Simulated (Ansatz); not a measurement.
`N[SiH](O)[Si](N)(O)O` + `C[SiH2]N` → `N[Si](N)(O)O` + `C[SiH2][SiH](N)O`  (redistribution)

Gas-phase electronic energies from Ansatz, PBE0-D4/def2-TZVP geometries. CCSD(T)/CBS is the MP2 limit (def2-TZVPP, def2-QZVPP) plus CCSD(T) − MP2 in def2-TZVPP, frozen cores. Functionals use def2-TZVPP. One conformer a species, not always the lowest.

```csv
level,ΔE (kcal/mol)
PBE-D4,-5.8
B2PLYP,-6.5
CCSD(T)/def2-TZVPP,-7.0
HF/CBS(def2),-8.3
```

(1) What does CCSD(T)/CBS give? (Estimate.)

Largest T1 diagnostic among the species: 0.012.

Results:

(1) Ansatz gave: -6.8 kcal/mol. The listed levels differ from it by 1.0, 0.3, -0.2, -1.5 kcal/mol.

From PBE to PBE0 (25 % exact exchange), in def2-TZVPP and without D4, ΔE moves by −1.1 kcal/mol. In def2-TZVPP, CCSD(T) changes the Hartree–Fock value by +1.3 kcal/mol (the triples alone add +0.4 kcal/mol) and MP2 by +1.6 kcal/mol.
